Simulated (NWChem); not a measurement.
System: TiH4; SMILES [TiH4]

```xyz
5

Ti     0.0000     0.0000     0.0000
H     -0.0748    -1.3557     0.9976
H      0.1233     1.3879     0.9472
H     -1.3958     0.0841    -0.9399
H      1.3474    -0.1163    -1.0049
```
Atoms are numbered in this order, from 1.

The geometry was optimised at PBE0/def2-SVP.

Task: Give the principal values of the shielding tensors (ppm) of Ti1 from B3LYP/6-31G* (spherical d), GIAO (NWChem), with their diamagnetic and paramagnetic parts as GIAO splits them.

Result: 
| atom | σ11 | σ22 | σ33 | isotropic | diamagnetic | paramagnetic |
|---|---|---|---|---|---|---|
| Ti1 | -2365.1 | -2364.2 | -2363.9 | -2364.4 | 1608.4 | -3972.8 |
